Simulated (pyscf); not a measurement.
## Cl–C•(Cl)–Cl (SMILES Cl[C](Cl)Cl), doublet

Gas-phase minimum from PySCF at ωB97X-D3(BJ)/def2-SVP, one conformer. 

```xyz
4

Cl     0.0246     0.2911     0.9657
C     -1.2783    -0.5107     0.2012
Cl    -0.9216    -1.9618    -0.6306
Cl    -2.5306     0.4655    -0.4340
```
Charge 0, spin multiplicity 2.

Bonded distances (Å): Cl1–C2 1.710, C2–Cl3 1.710, C2–Cl4 1.710. Angles (°): Cl1–C2–Cl3 117.2, Cl1–C2–Cl4 117.1, Cl3–C2–Cl4 117.2.

Properties at ωB97X-D3(BJ)/def2-SVP:

```
Quantity                                                                                                                                           Value
---------------------------------------------------------------------------------------------------------------------  ---------------------------------
Harmonic wavenumbers, unscaled                                                                                         278, 279, 312, 524, 960, 960 cm⁻¹
Zero-point energy                                                                                                                           4.7 kcal/mol
Rotational symmetry number                                                                                                                             3
Entropy of this conformer at 298 K and 1 atm, rigid rotor and harmonic oscillator, modes under 100 cm⁻¹ raised to 100                    300.9 J/(mol K)
Dipole moment                                                                                                                                     0.21 D
Spin expectation value S2                                                                                                                          0.754
```

Single-point totals, which compare only within one level (frozen core for MP2 and CC):

| level | total energy (hartree) |
|---|---|
| ωB97X-D3(BJ)/def2-TZVP | -1418.72582 |
| PBE/def2-TZVP | -1418.09576 |
| r²SCAN/def2-TZVP | -1418.58934 |
| B3LYP-D3(BJ)/def2-TZVP | -1418.74671 |
| PBE0-D3(BJ)/def2-TZVP | -1418.20636 |
| M06-2X/def2-TZVP | -1418.63293 |
| ωB97M-D3(BJ)/def2-TZVP | -1418.85612 |
| UHF/def2-TZVPP | -1416.35640 |
| MP2/def2-TZVPP | -1417.05938 |
| CCSD/def2-TZVPP | -1417.10775 |
| CCSD(T)/def2-TZVPP | -1417.14339 |

The CCSD(T) − MP2 part came from Ansatz, without density fitting, on the same reference.
